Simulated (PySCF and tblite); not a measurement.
Values are calculated unless marked as measured or tabulated.
C5H9FO, numbered as in [F:1][C@H:2]1[CH2:3][CH2:4][CH2:5][CH2:6][O:7]1.

Conformers came from 90 starts (ETKDG and KDG, MMFF94s, GFN2-xTB); geometries are PBE0-D3(BJ)/def2-SVP. Free energies are PBE0-D3(BJ)/def2-TZVP single points with GFN2-xTB rigid-rotor and vibrational terms (modes under about 100 cm⁻¹ blended into free rotors). Symmetry numbers and mirror images are counted. Conformers within 4 kcal/mol (GFN2-xTB free energy) were kept, 5 at most. GIAO shieldings: PBE0/pcSseg-1. Shifts are against TMS (¹H), TMS (¹³C), CFCl3 (¹⁹F) at the same level; of two unlike H on one atom, a is the less shielded. Run with PySCF (density fitting) and tblite.

Problem. List the conformer-averaged shifts at 298.15 K.

Solution. ¹H: 5.42 (H2, 1H), 3.98 (H6a, 1H), 3.56 (H6b, 1H), 1.83 (H4a, 1H), 1.58 (H3a, 1H), 1.58 (H5a, 1H), 1.42 (H4b, 1H), 1.39 (H3b, 1H), 1.23 (H5b, 1H) ppm. ¹³C: 107.2 (C2), 61.6 (C6), 31.9 (C3), 27.0 (C5), 19.4 (C4) ppm. ¹⁹F: -159.7 (F1) ppm.

Problem. How do the conformers differ?

Solution. The 6-ring runs over atoms 2–3–4–5–6–7.
```tsv
conformer	shape	weight %
1	6-ring chair (F1 axial)	97.0
2	6-ring chair (all substituents equatorial)	2.7
3	6-ring twist-boat (ring torsions -61, 29, 32, -69, 35, 29°)	0.2
4	6-ring twist-boat (ring torsions 26, 29, -60, 29, 31, -61°)	0.1
5	6-ring twist-boat (ring torsions -30, 62, -35, -26, 61, -29°)	0.1
```

| signal | 1 | 2 | 3 | 4 | 5 | average |
| --- | --- | --- | --- | --- | --- | --- |
| H2 | 5.43 | 4.91 | 5.48 | 5.48 | 5.51 | 5.42 |
| H3a | 1.59 | 1.35 | 1.43 | 1.74 | 1.69 | 1.58 |
| H3b | 1.38 | 1.58 | 1.74 | 1.40 | 1.77 | 1.39 |
| H4a | 1.84 | 1.69 | 1.44 | 1.75 | 1.57 | 1.83 |
| H4b | 1.42 | 1.27 | 1.23 | 1.44 | 1.34 | 1.42 |
| H5a | 1.59 | 1.05 | 1.77 | 1.24 | 1.25 | 1.58 |
| H5b | 1.22 | 1.41 | 1.25 | 2.14 | 1.93 | 1.23 |
| H6a | 3.98 | 4.01 | 3.68 | 3.83 | 4.04 | 3.98 |
| H6b | 3.57 | 3.33 | 3.63 | 3.55 | 3.77 | 3.56 |
| C2 | 107.1 | 111.1 | 108.7 | 107.7 | 107.5 | 107.2 |
| C3 | 31.9 | 33.4 | 28.9 | 26.7 | 32.4 | 31.9 |
| C4 | 19.2 | 23.8 | 16.4 | 16.1 | 18.1 | 19.4 |
| C5 | 27.0 | 26.7 | 23.5 | 23.1 | 22.4 | 27.0 |
| C6 | 61.5 | 67.2 | 57.4 | 63.1 | 63.6 | 61.6 |
| F1 | -160.1 | -146.3 | -142.1 | -125.0 | -124.0 | -159.7 |

Problem. Which signal moves most, for its nucleus, between 180 and 400 K through the change of populations alone?

Solution. H5a: 1.59 ppm at 180 K, 1.59 ppm at 230 K, 1.58 ppm at 298.15 K, 1.57 ppm at 330 K, 1.56 ppm at 400 K.

Unscaled ¹⁹F shifts at such levels can be off by tens of ppm; differences between conformers or isomers are more reliable. Shifts are unscaled: against experiment ¹³C can be off by 15 ppm or more and ¹H by 0.8 ppm.
